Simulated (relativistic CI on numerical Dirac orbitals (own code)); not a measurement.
**Electric-dipole lines of Yb LXV**

These numbers are calculated, not measured: Dirac-Coulomb-Breit CI, orbitals from a KLI potential per configuration, QED by a radiative potential, unscaled Slater integrals (own radial code, finite nucleus).

Configuration list (outside the closed core 1s2): 2s2.2p2, 2s.2p3, 2p4, 2p3.3s, 2p3.3p, 2p3.3d, 2s2.2p.3s, 2s2.2p.3p, 2s2.2p.3d, 2s.2p2.3s, 2s.2p2.3p, 2s.2p2.3d, 2s2.2p.4s, 2s2.2p.4p, 2s2.2p.4d, 2s2.2p.4f. Levels of other configurations are missing.

```
λ vac (Å)              Lower                 Upper   A (s⁻¹)        gf  Branching (%)
   1.2804   2s2.2p2 3P_1 [2]  2s2.2p.3d 3P°_1 [67]  9.20e+14  6.78e-01           63.1
   1.2820   2s2.2p2 3P_1 [2]  2s2.2p.3d 3D°_2 [65]  5.62e+14  6.92e-01           46.3
   1.2822   2s.2p3 5S°_2 [8]  2s.2p2.3d 5P_1 [162]  1.01e+15  7.49e-01           81.0
   1.2824   2s.2p3 5S°_2 [8]  2s.2p2.3d 5D_3 [161]  4.88e+14  8.43e-01           43.6
   1.2827   2s.2p3 5S°_2 [8]  2s.2p2.3d 3D_2 [160]  8.21e+14  1.01e+00           76.3
   1.2833   2s2.2p2 1D_2 [3]  2s2.2p.3d 3F°_3 [66]  1.12e+15  1.94e+00           98.6
   1.2844   2s2.2p2 1D_2 [3]  2s2.2p.3d 3D°_2 [65]  5.52e+14  6.83e-01           45.5
   1.2852  2s.2p3 1D°_2 [12]  2s.2p2.3d 1F_3 [179]  6.23e+14  1.08e+00           51.0
   1.2853   2s2.2p2 3P_0 [1]  2s2.2p.3d 3D°_1 [32]  1.48e+15  1.10e+00           87.1
   1.2870   2s.2p3 3P°_2 [4]   2s.2p2.3d 3P_1 [98]  1.21e+15  9.04e-01           88.6
   1.2875  2s.2p3 1D°_2 [12]  2s.2p2.3d 3F_3 [175]  5.20e+14  9.05e-01           47.8
   1.2878   2s.2p3 3D°_3 [9]  2s.2p2.3d 3F_4 [163]  1.21e+15  2.71e+00           99.5
   1.2882   2s.2p3 3P°_2 [4]   2s.2p2.3d 3D_2 [96]  1.15e+15  1.43e+00           83.7
   1.2883   2s.2p3 3D°_3 [9]  2s.2p2.3d 5D_3 [161]  5.80e+14  1.01e+00           51.8
   1.2891   2s.2p3 3D°_1 [5]  2s.2p2.3d 3F_2 [107]  1.42e+15  1.77e+00           88.1
   1.2894   2s.2p3 3P°_2 [4]   2s.2p2.3d 3D_3 [92]  1.19e+15  2.08e+00           94.0
   1.2948   2s.2p3 3P°_2 [4]   2s.2p2.3d 5F_3 [88]  3.31e+14  5.82e-01           86.1
   1.2998   2s.2p3 3P°_2 [4]      2p3.3p 3D_2 [81]  5.59e+14  7.07e-01           61.2
   1.3000   2s.2p3 3P°_2 [4]      2p3.3p 3P_1 [80]  7.84e+14  5.96e-01           84.7
   1.3106   2s2.2p2 1D_2 [3]  2s.2p2.3p 3D°_3 [55]  4.03e+14  7.27e-01           99.5
   1.4314  2s.2p3 3P°_2 [16]  2s.2p2.3d 3D_3 [185]  1.39e+15  2.98e+00           97.9
   1.4316   2s.2p3 3D°_3 [9]  2s.2p2.3d 3F_4 [116]  4.16e+14  1.15e+00           97.5
   1.4343   2s2.2p2 3P_2 [6]  2s2.2p.3d 3D°_3 [74]  1.92e+15  4.14e+00           99.5
   1.4369   2s2.2p2 3P_1 [2]  2s2.2p.3d 3P°_2 [33]  1.10e+15  1.71e+00           89.6
   1.4372   2s2.2p2 3P_2 [6]  2s2.2p.3d 3P°_2 [72]  9.11e+14  1.41e+00           99.7
   1.4393   2s2.2p2 1D_2 [3]  2s2.2p.3d 3F°_3 [34]  1.20e+15  2.61e+00          100.0
   1.4397   2s.2p3 5S°_2 [8]  2s.2p2.3d 3F_3 [104]  7.56e+14  1.64e+00           92.6
   1.4400   2s.2p3 5S°_2 [8]  2s.2p2.3d 3G_3 [102]  8.70e+14  1.89e+00           89.0
   1.4403  2s.2p3 1P°_1 [17]  2s.2p2.3d 1D_2 [188]  1.97e+15  3.06e+00           92.8
   1.4407   2s.2p3 3D°_3 [9]  2s.2p2.3d 3F_4 [111]  1.57e+15  4.40e+00           99.7
   1.4413   2s.2p3 3P°_2 [4]   2s.2p2.3d 3D_3 [39]  1.20e+15  2.62e+00          100.0
   1.4416   2s.2p3 3D°_3 [9]  2s.2p2.3d 3D_3 [110]  9.33e+14  2.03e+00           77.6
   1.4418  2s.2p3 3P°_2 [16]  2s.2p2.3d 3D_2 [181]  1.27e+15  1.98e+00           70.5
   1.4421   2s2.2p2 1S_0 [7]  2s2.2p.3d 1P°_1 [76]  1.22e+15  1.14e+00           91.6
   1.4426  2s.2p3 3S°_1 [11]  2s.2p2.3d 3P_2 [117]  1.46e+15  2.27e+00           81.2
   1.4428  2s.2p3 1P°_1 [17]  2s.2p2.3d 3P_1 [187]  1.42e+15  1.33e+00           98.3
   1.4433  2s.2p3 3P°_2 [16]  2s.2p2.3d 1F_3 [179]  5.76e+14  1.26e+00           47.1
   1.4440  2s.2p3 1D°_2 [12]  2s.2p2.3d 1F_3 [118]  1.73e+15  3.78e+00           99.0
   1.4441  2s.2p3 3P°_1 [13]  2s.2p2.3d 3D_2 [120]  7.13e+14  1.11e+00           56.0
   1.4462  2s.2p3 3P°_2 [16]  2s.2p2.3d 3F_3 [175]  5.45e+14  1.20e+00           50.1
   1.4479      2p4 3P_2 [14]    2p3.3d 3D°_3 [131]  1.96e+15  4.30e+00           99.4
   1.4507      2p4 3P_2 [14]    2p3.3d 3D°_2 [130]  8.72e+14  1.38e+00           98.6
   1.4524   2s.2p3 3D°_1 [5]   2s.2p2.3d 3F_2 [40]  1.08e+15  1.71e+00           92.0
   1.4563      2p4 1S_0 [15]    2p3.3d 3D°_1 [132]  1.21e+15  1.15e+00           91.0
   8.5190   2s2.2p2 1D_2 [3]     2s.2p3 1D°_2 [12]  1.05e+13  5.72e-01           92.9
```

Terms are leading LS components. Brackets give the number of a level in order of energy, since labels repeat. The list gives strong lines, with weight on those to low levels, without lines whose two gauges differ by over a factor of 2.5, among the lowest 200 of 274 levels, so that lines to higher ones, which can be the strongest, are missing. Levels whose partners in the same complex of configurations lie outside the list can be far off, and so can their lines. Rates are taken at the computed energies, electric ones in the length gauge.

At this charge energies of transitions that change n are usually good to better than 1 %, and those within a shell (Δn = 0) to a few per cent.

LS names give the leading component of a level, which can be under half, so a name can repeat, a term be missing and a line seem to break the LS rules.
